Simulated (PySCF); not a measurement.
Compound: C₇H₁₃N.
Z-matrix (Å and degrees, GFN2-xTB geometry), rows numbered from 1:
```
N 
C   1  1.4540
C   2  1.5286  1  114.19
C   3  1.5424  2  117.63  1  -175.02
C   4  1.5303  3  101.18  2  -175.28
C   5  1.5483  4   98.96  3   -44.94
C   6  1.5303  5   98.95  4    -0.01
C   4  1.5358  3   87.46  2    83.83
H   1  1.0148  2  109.88  3    59.76
H   1  1.0153  2  110.16  3   -58.35
H   2  1.0913  1  106.99  3  -123.73
H   2  1.0948  1  107.41  3   120.79
H   3  1.0957  2  108.15  1    52.89
H   4  1.0865  3  121.67  2   -42.87
H   5  1.0897  4  112.24  3    74.03
H   5  1.0896  4  112.08  3  -163.70
H   6  1.0897  5  112.46  4  -118.47
H   6  1.0901  5  112.59  4   118.78
H   7  1.0875  3  122.24  2    42.92
H   8  1.0884  4  116.99  3   150.03
H   8  1.0852  4  114.18  3   -79.83
```

NICS = −σ at a ghost point: NICS(0) at the centroid of the ring atoms, NICS(1) 1 Å to either side along the normal of their mean plane, zz for the tensor component along that normal. Level: GIAO PBE0/pcSseg-1 (PySCF, non-relativistic, gas phase) on the GFN2-xTB geometry, one conformer.

Ring bond lengths (Å), with Mayer bond orders in brackets: C3–C4 1.542 (0.89), C4–C5 1.530 (1.02), C5–C6 1.548 (0.99), C6–C7 1.530 (1.03), C7–C3 1.544 (0.90); C3–C4 1.542 (0.89), C4–C8 1.536 (0.93), C8–C7 1.536 (0.93), C7–C3 1.544 (0.90).

**Question.** What do the NICS probes read (ppm)?

**Answer.** 
```tsv
ring	type	NICS(0)	NICS(1), two faces	NICS(1)zz, two faces	rms pucker (Å)	centre to ring atoms, mean (Å)
C3–C4–C5–C6–C7	5-membered carbocycle; formal bonds all single	-7.1	-19.8 / -4.0	-21.3 / -4.5	0.33	1.23
C3–C4–C8–C7	4-membered carbocycle; formal bonds all single	-10.8	-10.8 / -4.4	-18.9 / -3.2	0.23	1.06
```

**Question.** What do they say, and how far can they be read as aromaticity?

**Answer.** 
- C3–C4–C5–C6–C7: mean NICS(1)zz -12.9 ppm, shielded. C3, C4, C5, C6, C7 have four or more neighbours; no verdict on aromaticity is drawn. The two faces differ by 16.8 ppm, so no symmetry operation interchanges them.
- C3–C4–C8–C7: mean NICS(1)zz -11.0 ppm, shielded. C3, C4, C7, C8 have four or more neighbours, so the value isn't read as a sign of a π ring current. The two faces differ by 15.7 ppm, so no symmetry operation interchanges them.

**Question.** What is the mean of the two in-plane components of NICS at the first NICS(1) probe listed for ring C3–C4–C5–C6–C7, 1 Å off the ring?

**Answer.** The isotropic value is a third of the trace: (3 × -19.8 − (-21.3))/2 = -19.1 ppm.
